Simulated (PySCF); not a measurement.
PySCF input file for CH4NO, SMILES NC=[OH+], charge +1, TDA-M06-2X/def2-SVPD. Geometry optimised at PBE-D3(BJ)/def2-TZVP. The isomer is the one that the SMILES or the coordinates give; other isomers of the formula were not compared. Other conformers were not sampled.

```python
import numpy as np
from pyscf import gto, scf, dft, tdscf

mol = gto.M(
    atom='''
    N    -0.18813511    1.11853463    0.00000000
    C     0.43289807   -0.02740516    0.00000000
    O    -0.10786402   -1.20039867    0.00000000
    H    -1.20618445    1.21132991    0.00000000
    H     0.35315692    1.98450289    0.00000000
    H     1.52726981   -0.04000011    0.00000000
    H    -1.09177278   -1.21795486    0.00000000
    ''',
    basis='def2-SVPD',
    charge=1,
    spin=0,
    symmetry=True,
    max_memory=1600,
    verbose=4,
)
mf = dft.RKS(mol, xc='m06-2x').density_fit(auxbasis='def2-universal-jkfit')
mf.grids.level = 4
mf.conv_tol = 1e-9
mf.max_cycle = 100
mf.kernel()
mf.grids = dft.Grids(mol).set(level=2).build(with_non0tab=True)  # coarser grid for the response kernel
td = tdscf.TDA(mf)
td.singlet = True
td.nstates = 10
td.conv_tol = 1e-4
td.kernel(x0=td.get_init_guess(mf, 15))
td.analyze()
tt = tdscf.TDA(mf)
tt.singlet = False
tt.nstates = 4
tt.conv_tol = 1e-4
tt.kernel(x0=tt.get_init_guess(mf, 9))
tt.analyze(verbose=3)
```

Output:

```
PySCF version 2.14.0

[INPUT] verbose = 4
[INPUT] num. atoms = 7
[INPUT] num. electrons = 24
[INPUT] charge = 1
[INPUT] spin (= nelec alpha-beta = 2S) = 0
[INPUT] symmetry True subgroup None
[INPUT] Mole.unit = angstrom
[INPUT] Symbol           X                Y                Z      unit          X                Y                Z       unit  Magmom
[INPUT]  1 N     -0.188135110000   1.118534630000   0.000000000000 AA   -0.355523832315   2.113724111542   0.000000000000 Bohr   0.0
[INPUT]  2 C      0.432898070000  -0.027405160000   0.000000000000 AA    0.818058792153  -0.051788246800   0.000000000000 Bohr   0.0
[INPUT]  3 O     -0.107864020000  -1.200398670000   0.000000000000 AA   -0.203833456495  -2.268424726592   0.000000000000 Bohr   0.0
[INPUT]  4 H     -1.206184450000   1.211329910000   0.000000000000 AA   -2.279358266209   2.289081776394   0.000000000000 Bohr   0.0
[INPUT]  5 H      0.353156920000   1.984502890000   0.000000000000 AA    0.667369857795   3.750166955508   0.000000000000 Bohr   0.0
[INPUT]  6 H      1.527269810000  -0.040000110000   0.000000000000 AA    2.886121659217  -0.075589252852   0.000000000000 Bohr   0.0
[INPUT]  7 H     -1.091772780000  -1.217954860000   0.000000000000 AA   -2.063151544455  -2.301601117483   0.000000000000 Bohr   0.0

nuclear repulsion = 78.2572953430853
point group symmetry = Cs
symmetry origin: [-7.55890426e-10 -6.04712364e-09  0.00000000e+00]
symmetry axis x: [1.00000000e+00 2.69269878e-09 0.00000000e+00]
symmetry axis y: [-2.69269878e-09  1.00000000e+00  0.00000000e+00]
symmetry axis z: [0. 0. 1.]
num. orbitals of irrep A' = 68
num. orbitals of irrep A" = 27
number of shells = 41
number of NR pGTOs = 133
number of NR cGTOs = 95
basis = def2-SVPD
ecp = {}


******** <class 'pyscf.df.df_jk.DFSymAdaptedRKS'> ********
method = DFSymAdaptedRKS
initial guess = minao
damping factor = 0
level_shift factor = 0
DIIS = <class 'pyscf.scf.diis.CDIIS'>
diis_start_cycle = 1
diis_space = 8
diis_damp = 0
SCF conv_tol = 1e-09
SCF conv_tol_grad = None
SCF max_cycles = 100
direct_scf = False
XC library pyscf.dft.libxc version 7.1.2
    S. Lehtola, C. Steigemann, M. J. T. Oliveira, and M. A. L. Marques,  SoftwareX 7, 1–5 (2018)
XC functionals = m06-2x
    Y. Zhao and D. G. Truhlar,  Theor. Chem. Acc. 120, 215 (2008)
    Y. Zhao and D. G. Truhlar,  Theor. Chem. Acc. 120, 215 (2008)
radial grids:
    Treutler-Ahlrichs [JCP 102, 346 (1995); DOI:10.1063/1.469408] (M4) radial grids

becke partition: Becke, JCP 88, 2547 (1988); DOI:10.1063/1.454033
pruning grids: <function nwchem_prune>
grids dens level: 4
symmetrized grids: True
atomic radii adjust function: <function treutler_atomic_radii_adjust>
small_rho_cutoff = 0
Freeze 0 electrons in irreps []
    24 free electrons in irreps A' A"
Set gradient conv threshold to 3.16228e-05
Initial guess from minao.
tot grids = 147576
******** <class 'pyscf.df.df.DF'> ********
auxbasis = def2-universal-jkfit
init E= -170.771255254689
HOMO (A") = -0.352342019292916  LUMO (A") = -0.0333371441957871  gap/eV = 8.68056
cycle= 1 E= -169.963228567642  delta_E= 0.808  |g|= 0.527  |ddm|= 3.03
HOMO (A") = -0.643246965868597  LUMO (A") = -0.286714042730625  gap/eV = 9.70176
cycle= 2 E= -169.956891786354  delta_E= 0.00634  |g|= 0.619  |ddm|= 0.88
HOMO (A") = -0.654996673035132  LUMO (A") = -0.2427831210835  gap/eV = 11.21690
cycle= 3 E= -170.02756753778  delta_E= -0.0707  |g|= 0.083  |ddm|= 0.513
HOMO (A") = -0.643913853272501  LUMO (A") = -0.226821562064928  gap/eV = 11.34966
cycle= 4 E= -170.028652573092  delta_E= -0.00109  |g|= 0.0323  |ddm|= 0.104
HOMO (A") = -0.642684894899525  LUMO (A") = -0.2285511839384  gap/eV = 11.26915
cycle= 5 E= -170.028865148584  delta_E= -0.000213  |g|= 0.0095  |ddm|= 0.0326
HOMO (A") = -0.643996159808671  LUMO (A") = -0.228745640189608  gap/eV = 11.29954
cycle= 6 E= -170.028883391657  delta_E= -1.82e-05  |g|= 0.00194  |ddm|= 0.0101
HOMO (A") = -0.643512737314902  LUMO (A") = -0.228321623288906  gap/eV = 11.29793
cycle= 7 E= -170.028884224284  delta_E= -8.33e-07  |g|= 0.000323  |ddm|= 0.00222
HOMO (A") = -0.64357575968033  LUMO (A") = -0.228387716494329  gap/eV = 11.29784
cycle= 8 E= -170.028884249896  delta_E= -2.56e-08  |g|= 3.85e-05  |ddm|= 0.000542
HOMO (A") = -0.64357686989097  LUMO (A") = -0.22838609324272  gap/eV = 11.29792
cycle= 9 E= -170.028884250374  delta_E= -4.78e-10  |g|= 7.78e-06  |ddm|= 8.35e-05
HOMO (A") = -0.643577530035004  LUMO (A") = -0.228387196186094  gap/eV = 11.29790
Extra cycle  E= -170.028884250388  delta_E= -1.36e-11  |g|= 4.68e-06  |ddm|= 1.6e-05
converged SCF energy = -170.028884250388
tot grids = 54896


******** <class 'pyscf.tdscf.rks.TDA'> for <class 'pyscf.df.df_jk.DFSymAdaptedRKS'> ********
nstates = 10 singlet
deg_eia_thresh = 1.000e-03
wfnsym = None
conv_tol = 0.0001
eigh lindep = 1e-12
eigh level_shift = 0
eigh max_cycle = 100


Excitation energies (eV)
[ 8.60439909  8.64746298  9.38640845 10.19691288 10.43575082 10.81512095
 11.67491159 11.84910112 12.19816657 12.42709275]

** Singlet excitation energies and oscillator strengths **
Excited State   1:   A'      8.60440 eV    144.09 nm  f=0.3693
      12 -> 13       -0.67704
Excited State   2:   A"      8.64746 eV    143.38 nm  f=0.0064
      11 -> 13       -0.70187
Excited State   3:   A"      9.38641 eV    132.09 nm  f=0.0012
      12 -> 14        0.69026
Excited State   4:   A"     10.19691 eV    121.59 nm  f=0.0030
       9 -> 13       -0.67785
      12 -> 15        0.11239
      12 -> 16       -0.11191
Excited State   5:   A"     10.43575 eV    118.81 nm  f=0.0121
       9 -> 13       -0.12480
      12 -> 15       -0.66633
      12 -> 17       -0.10807
Excited State   6:   A"     10.81512 eV    114.64 nm  f=0.0118
       9 -> 13        0.12385
      10 -> 14        0.11107
      12 -> 16       -0.63675
      12 -> 17        0.19064
      12 -> 21       -0.10604
Excited State   7:   A'     11.67491 eV    106.20 nm  f=0.0878
       9 -> 14        0.13420
      11 -> 14        0.61553
      11 -> 15       -0.17939
      11 -> 16       -0.18388
Excited State   8:   A'     11.84910 eV    104.64 nm  f=0.1170
      10 -> 13       -0.66925
Excited State   9:   A"     12.19817 eV    101.64 nm  f=0.0029
      12 -> 16        0.17943
      12 -> 17        0.50803
      12 -> 19        0.40112
Excited State  10:   A"     12.42709 eV     99.77 nm  f=0.0056
      10 -> 15        0.12048
      12 -> 16       -0.14490
      12 -> 17       -0.38137
      12 -> 19        0.51238
      12 -> 20        0.13608

** Transition electric dipole moments (AU) **
state          X           Y           Z        Dip. S.      Osc.
  1         0.1776     -1.3116      0.0000      1.7518      0.3693
  2         0.0000     -0.0000      0.1739      0.0302      0.0064
  3        -0.0000     -0.0000     -0.0733      0.0054      0.0012
  4         0.0000      0.0000     -0.1099      0.0121      0.0030
  5        -0.0000     -0.0000      0.2179      0.0475      0.0121
  6        -0.0000      0.0000      0.2113      0.0446      0.0118
  7         0.4997     -0.2394     -0.0000      0.3070      0.0878
  8        -0.6275      0.0964     -0.0000      0.4031      0.1170
  9         0.0000      0.0000     -0.0981      0.0096      0.0029
 10        -0.0000     -0.0000     -0.1353      0.0183      0.0056

** Transition velocity dipole moments (imaginary part, AU) **
state          X           Y           Z        Dip. S.      Osc.
  1         0.0057     -0.1621      0.0000      0.0263      0.0554
  2         0.0000     -0.0000     -0.0141      0.0002      0.0004
  3        -0.0000      0.0000     -0.0285      0.0008      0.0016
  4         0.0000      0.0000     -0.0198      0.0004      0.0007
  5        -0.0000     -0.0000      0.1208      0.0146      0.0254
  6        -0.0000      0.0000      0.1293      0.0167      0.0280
  7         0.1481     -0.0860     -0.0000      0.0293      0.0456
  8        -0.1314      0.0374      0.0000      0.0187      0.0286
  9        -0.0000      0.0000     -0.0271      0.0007      0.0011
 10        -0.0000      0.0000     -0.0519      0.0027      0.0039

** Transition magnetic dipole moments (imaginary part, AU) **
state          X           Y           Z
  1        -0.0000     -0.0000      0.5059
  2         0.6950      0.9387     -0.0000
  3         0.6161     -0.0626      0.0000
  4         0.5664     -1.1753      0.0000
  5        -0.1547     -0.2194      0.0000
  6         0.0578      0.0011      0.0000
  7        -0.0000      0.0000     -0.8434
  8        -0.0000     -0.0000      0.0573
  9         0.2883     -0.0740      0.0000
 10         0.5319     -0.0027     -0.0000


******** <class 'pyscf.tdscf.rks.TDA'> for <class 'pyscf.df.df_jk.DFSymAdaptedRKS'> ********
nstates = 4 triplet
deg_eia_thresh = 1.000e-03
wfnsym = None
conv_tol = 0.0001
eigh lindep = 1e-12
eigh level_shift = 0
eigh max_cycle = 100


Excitation energies (eV)
[5.72020138 8.12659055 8.93692924 9.13026232]

** Triplet excitation energies and oscillator strengths **
Excited State   1:   A'      5.72020 eV    216.75 nm  f=0.0000
Excited State   2:   A"      8.12659 eV    152.57 nm  f=0.0000
Excited State   3:   A'      8.93693 eV    138.73 nm  f=0.0000
Excited State   4:   A"      9.13026 eV    135.79 nm  f=0.0000
```

The run converged.

Cost: around 2.8 core-minutes (rough).
